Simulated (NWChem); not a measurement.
System: PbH$_{2}$SO, singlet; SMILES [OH][Pb][SH]

Output (shortened):

```
             Northwest Computational Chemistry Package (NWChem) 7.3.0
             --------------------------------------------------------

                             Geometry "geometry" -> ""
                             -------------------------

 Output coordinates in angstroms (scale by  1.889725989 to convert to a.u.)

  No.       Tag          Charge          X              Y              Z
 ---- ---------------- ---------- -------------- -------------- --------------
    1 Pb                  82.0000    -0.26310900    -0.39953800    -0.00145100
    2 O                    8.0000     1.70572500    -1.13030300     0.00036100
    3 H                    1.0000     2.38203300    -0.44111400     0.00018200
    4 S                   16.0000     0.37914900     2.08660600    -0.00333200
    5 H                    1.0000    -0.91181800     2.48864400    -0.00449500

 Effective nuclear repulsion energy (a.u.)     500.5486536659

                                 NWChem DFT Module
                                 -----------------

 Summary of "ao basis" -> "ao basis" (spherical)
 ------------------------------------------------------------------------------
       Tag                 Description            Shells   Functions and Types
 ---------------- ------------------------------  ------  ---------------------
 Pb                        def2-svpd                12       32   5s4p3d
 O                         def2-svpd                 9       23   4s3p2d
 H                         def2-svpd                 4        8   2s2p
 S                         def2-svpd                11       27   5s4p2d

            General Information
            -------------------
          SCF calculation type: DFT
          Wavefunction type:  closed shell.
          No. of atoms     :     5
          No. of electrons :    48
           Alpha electrons :    24
            Beta electrons :    24
          Charge           :     0
          Spin multiplicity:     1
          Use of symmetry is: off; symmetry adaption is: off
          Maximum number of iterations: 150
          AO basis - number of functions:    98
                     number of shells:    40
          Convergence on energy requested:  1.00D-06
          Convergence on density requested:  1.00D-05
          Convergence on gradient requested:  5.00D-04

              XC Information
              --------------
                         B3LYP Method XC Potential
                     Hartree-Fock (Exact) Exchange  0.200
                        Slater Exchange Functional  0.800 local
                    Becke 1988 Exchange Functional  0.720 non-local
              Lee-Yang-Parr Correlation Functional  0.810
                  VWN I RPA Correlation Functional  0.190 local

             Grid Information
             ----------------
          Grid used for XC integration:  medium
          Radial quadrature: Mura-Knowles
          Angular quadrature: Lebedev.
          Tag              B.-S. Rad. Rad. Pts. Rad. Cut. Ang. Pts.
          ---              ---------- --------- --------- ---------
          Pb                  1.80      123          12.0       590
          O                   0.60       49          13.0       434
          H                   0.35       45          13.0       434
          S                   1.00       88          13.0       590
          Grid pruning is: on
          Number of quadrature shells:   350
          Spatial weights used:  Erf1

      Superposition of Atomic Density Guess
      -------------------------------------

 Sum of atomic energies:        -692.40436879

      Non-variational initial energy
      ------------------------------

 Total energy =    -665.063081
 1-e energy   =   -1305.927201
 2-e energy   =     481.835187
 HOMO         =      -0.293218
 LUMO         =      -0.042038

   convergence    iter        energy       DeltaE   RMS-Dens  Diis-err
 ---------------- ----- ----------------- --------- --------- ---------
 d= 0,ls=0.0,diis     1   -667.3427827387 -8.26D+02  3.03D-02  8.62D-01
 d= 0,ls=0.0,diis     2   -666.1064557824  1.24D+00  2.10D-02  1.02D+01
 d= 0,ls=0.0,diis     3   -667.4446604544 -1.34D+00  5.79D-03  1.01D-01
 d= 0,ls=0.0,diis     4   -667.4501660004 -5.51D-03  2.95D-03  7.65D-02
 d= 0,ls=0.0,diis     5   -667.4636287473 -1.35D-02  2.67D-04  8.96D-04
  Resetting Diis
 d= 0,ls=0.0,diis     6   -667.4637427385 -1.14D-04  9.39D-05  4.91D-05
 d= 0,ls=0.0,diis     7   -667.4637508321 -8.09D-06  3.59D-05  2.68D-06
 d= 0,ls=0.0,diis     8   -667.4637509176 -8.55D-08  1.75D-05  2.26D-06
 d= 0,ls=0.0,diis     9   -667.4637512989 -3.81D-07  2.42D-06  3.47D-08

         Total DFT energy =     -667.463751298934
      One electron energy =    -1308.297903586797
           Coulomb energy =      532.944419132321
    Exchange-Corr. energy =      -51.139200300198
 Nuclear repulsion energy =      159.028933455740

 Numeric. integr. density =       48.000002413382

                       DFT Final Molecular Orbital Analysis
                       ------------------------------------

[...]

 DFT Linear Response polarizability / au
 Frequency  =       0.0000000 / au
              X              Y              Z
 -----------------------------------------------
 X      70.7325135      2.0123368      0.0079704
 Y       2.0123894     98.6969815     -0.0393447
 Z       0.0079704     -0.0393447     54.1043449
 -----------------------------------------------
 Eigenvalues =      70.5884540     98.8410815     54.1043044
 Isotropic   =      74.5112800
 Anisotropic =      39.1874813
 -----------------------------------------------

 Magnetic Dipole Response Matrix (nonzero elements):

 Exiting AOResponse driver routine
```

Level: B3LYP/def2-SVPD with def2 effective core potentials on Pb. Low-valent species are run as closed-shell singlets; no triplet was tried in these runs. Structure relaxed at the PBE0/def2-SVP level. Not confirmed as a minimum by frequencies. B3LYP is NWChem's, with the RPA form of VWN correlation. def2 effective core potentials on Pb; no spin-orbit coupling.

Problem. Reconstruct the input file.

Solution. Several could match; the one computed here: the input that was run:
```
start job
memory heap 200 mb stack 900 mb global 1100 mb
geometry units angstroms noautosym nocenter noautoz
  Pb    -0.263109    -0.399538    -0.001451
  O      1.705725    -1.130303     0.000361
  H      2.382033    -0.441114     0.000182
  S      0.379149     2.086606    -0.003332
  H     -0.911818     2.488644    -0.004495
end
basis spherical
  * library def2-svpd
end
ecp
  Pb library def2-ecp
end
dft
  xc b3lyp
  iterations 150
end
property
  response 1 0.0
end
task dft property
```
